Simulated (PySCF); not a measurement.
Structure problem from calculated spectra and properties.

Elements present: C, Cl and H. Monoisotopic mass: 130.0549 u.

- Rotational structure: rotational constants A, B, C: 3.120, 1.428, 1.340 GHz [GFN2-xTB]
- Dipole: 2.30 D [PBE0/def2-SVPD]
- NMR, other nuclei: isotropic shieldings of nuclei other than C and H, by class: 817 (1 Cl) ppm [GIAO PBE0/pcSseg-1]
- 1H NMR: chemical shifts (computed TMS as zero) by class: 4.14 (1 H), 2.38 (1 H), 2.21 (1 H), 2.18 (1 H), 2.05 (1 H), 1.63 (1 H), 1.42 (1 H), 1.32 (1 H), 1.28 (1 H), 1.20 (1 H), 1.20 (1 H) ppm [GIAO PBE0/pcSseg-1]
- UV, first state: lowest singlet excitation: 7.28 eV (170 nm, f = 0.002) [TDDFT PBE0/def2-SVPD]
- Triplet: lowest triplet excitation (Tamm–Dancoff): 6.67 eV [TDA PBE0/def2-SVPD]
- 13C NMR: chemical shifts (computed TMS as zero) by class: 65.6 (1 C), 47.4 (1 C), 45.0 (1 C), 40.6 (1 C), 39.9 (1 C), 32.1 (1 C), 24.6 (1 C) ppm [GIAO PBE0/pcSseg-1]
- Polarisability: 87.9 au [PBE0/def2-SVPD]
- UV, strongest line: among the 6 lowest singlet transitions: S3 at 7.66 eV (162 nm, f = 0.014) [TDDFT PBE0/def2-SVPD]

Gas-phase values; electronic properties from PySCF, density fitting. Levels stand in brackets. NMR shifts are as computed; neighbouring signals can stand in another order in a measured spectrum. Geometry: GFN2-xTB; no solvent, vibrations or thermal averaging. NMR classes are plain means over equivalent atoms (diastereotopic ones count apart unless rotation or inversion swaps them), as if these changed places fast.

**Question.** Which formula fits the mass and the elements?

**Answer.** C7H11Cl (calculated 130.0549). No other formula that holds each of these elements comes within 0.0003 u with a fitting electron parity and a possible valence count.

**Question.** What is the compound? Reason from the data.

**Answer.** Numbering: `[Cl:1][C@@H:2]1[CH2:3][C@@H:4]2[CH2:5][CH2:6][C@H:7]1[CH2:8]2`. Its formula, C7H11Cl, gives 2 degrees of unsaturation: 2 rings and 0 π bonds in the structure found. 7 carbons fall into 7 classes; from least to most shielded: sp3 C–Cl carbon [C2] (65.6 ppm), sp3 carbon at a ring junction [C7] (47.4 ppm), ring CH2 carbon [C3] (45.0 ppm), sp3 carbon at a ring junction [C4] (40.6 ppm), ring CH2 carbon [C8] (39.9 ppm), ring CH2 carbon [C5] (32.1 ppm), ring CH2 carbon [C6] (24.6 ppm). Hydrogen classes from least to most shielded: 1 H on an sp3 C–Cl carbon, C2 (4.14 ppm), 1 H on a ring CH2 carbon, C6 (2.38 ppm), 1 H on a ring CH2 carbon, C3 (2.21 ppm), 1 H on an sp3 carbon at a ring junction, C7 (2.18 ppm), 1 H on an sp3 carbon at a ring junction, C4 (2.05 ppm), 1 H on a ring CH2 carbon, C5 (1.63 ppm), 1 H on a ring CH2 carbon, C6 (1.42 ppm), 1 H on a ring CH2 carbon, C5 (1.32 ppm), 1 H on a ring CH2 carbon, C8 (1.28 ppm), 1 H on a ring CH2 carbon, C3 (1.20 ppm), 1 H on a ring CH2 carbon, C8 (1.20 ppm). The other shieldings belong to: 817 ppm, alkyl chlorine [Cl1]. The optimised geometry has point group C1 and is an asymmetric top. Structure: `Cl[C@@H]1C[C@@H]2CC[C@H]1C2`. Computed isomers that give other values at the same levels: `CC1=CC[C@H]1CCCl` (13C chemical shifts (computed TMS as zero) by class: 159.2 (1 C), 134.9 (1 C), 49.1 (1 C), 42.7 (1 C), 40.3 (1 C), 34.4 (1 C), 17.2 (1 C) ppm); `C[C@@]12C[C@@H]1CC[C@H]2Cl` (13C chemical shifts (computed TMS as zero) by class: 72.8 (1 C), 36.9 (1 C), 33.1 (1 C), 29.3 (1 C), 28.4 (1 C), 20.9 (1 C), 16.9 (1 C) ppm); `C[C@@H]1C2(CC2)[C@@]1(C)Cl` (13C chemical shifts (computed TMS as zero) by class: 55.6 (1 C), 29.9 (1 C), 29.1 (1 C), 23.1 (1 C), 14.3 (1 C), 11.0 (1 C), 8.1 (1 C) ppm). The assignments are read from this structure; whether some other isomer fits the data as well wasn't checked. The mirror image fits equally.
